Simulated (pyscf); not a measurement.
Optimised with ωB97X-D3(BJ)/def2-SVP in PySCF.

Q: For the elementary gas-phase step SbH₃ + H₃C–Zn–CH₃ → H₃C–SbH₂ + H₃C–ZnH (singlet surface; H–Sb, C–Zn broken, C–Sb, H–Zn formed), what barrier and reaction energy does ωB97M-D3(BJ)/def2-TZVP give, measured from the separated reactants?

A: ΔE‡ = 36.6 kcal/mol, ΔE = +3.0 kcal/mol. Zero-point energy shifts the barrier by +1.3 kcal/mol. It is a four-centre exchange, with an imaginary mode of 427i cm⁻¹. On the reactant side the descent ends in a complex (not fully relaxed), 4.1 kcal/mol under the separated species and 33.8 kcal/mol under the saddle at ωB97X-D3(BJ)/def2-TZVP. On the product side the descent ends in a complex (not fully relaxed), 5.1 kcal/mol under the separated species and 32.9 kcal/mol under the saddle at ωB97X-D3(BJ)/def2-TZVP. At the saddle there is also a short Sb–Zn contact that neither side keeps. At ωB97X-D3(BJ)/def2-TZVP the barrier from the zero used here is 29.8 kcal/mol. One saddle was located; it need not be the lowest between these sides. Elements up to Kr have no core potential and no relativistic terms here. Elements past Kr carry the def2 core potentials, without spin-orbit coupling.
